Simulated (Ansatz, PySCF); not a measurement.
Process, species as SMILES: C[Si]([SiH3])([SiH3])N[SiH3] + 5 [H][H] (H2) -> C (CH4) + N (NH3) + 4 [SiH4] (SiH4)
Structures are relaxed separately at B3LYP-D3(BJ)/def2-TZVP in Ansatz (a program for electronic structure), one conformer each, not searched for the lowest.

Quantity: energy of full hydrogenation (enthalpy at 298 K, with B3LYP-D3(BJ) rigid-rotor harmonic-oscillator terms from PySCF), in eV. Cores are frozen in the correlated levels unless marked. Spin-orbit coupling is left out. No relativistic terms. Basis-set limits of correlation are two-point, X^-3; Hartree-Fock from the larger set. The bracket is a focal-point correction in the basis named.

| level | program | energy of full hydrogenation (eV) |
|---|---|---|
| BLYP-D4/def2-TZVPD | Ansatz + dftd4 | 0.51 |
| PBE0/STO-3G | Ansatz | 0.47 |
| PBE0/6-31G* | Ansatz | 0.07 |
| PBE0-D3(BJ)/def2-TZVP | Ansatz + dftd3 | 0.50 |
| PBE0-D3(BJ)/def2-TZVPD | Ansatz + dftd3 | 0.47 |
| PBE0-D4/def2-TZVP | Ansatz + dftd4 | 0.51 |
| PBE0/def2-TZVPD | Ansatz | 0.14 |
| CAM-B3LYP-D3(BJ)/def2-TZVPD | Ansatz + dftd3 | … |
| B2GP-PLYP-D4/def2-TZVPD | Ansatz + dftd4 | … |
| B2PLYP/def2-TZVPD | Ansatz | 0.08 |
| RPA@PBE/cc-pV(T+d)Z | Ansatz | 0.16 |
| SCS-MP2/cc-pV(T+d)Z | Ansatz | 0.21 |
| CCSD/6-31G* | Ansatz | … |
| RI-MP2/CBS(aug-cc-pV(T+d)Z,aug-cc-pV(Q+d)Z)+[CCSD(T)-MP2]/aug-cc-pV(T+d)Z | Ansatz | … |

Q: Complete the blanks.

A: 
- CAM-B3LYP-D3(BJ)/def2-TZVPD, energy of full hydrogenation (eV): 0.12
- B2GP-PLYP-D4/def2-TZVPD, energy of full hydrogenation (eV): 0.32
- CCSD/6-31G*, energy of full hydrogenation (eV): 0.53
- RI-MP2/CBS(aug-cc-pV(T+d)Z,aug-cc-pV(Q+d)Z)+[CCSD(T)-MP2]/aug-cc-pV(T+d)Z, energy of full hydrogenation (eV): 0.41
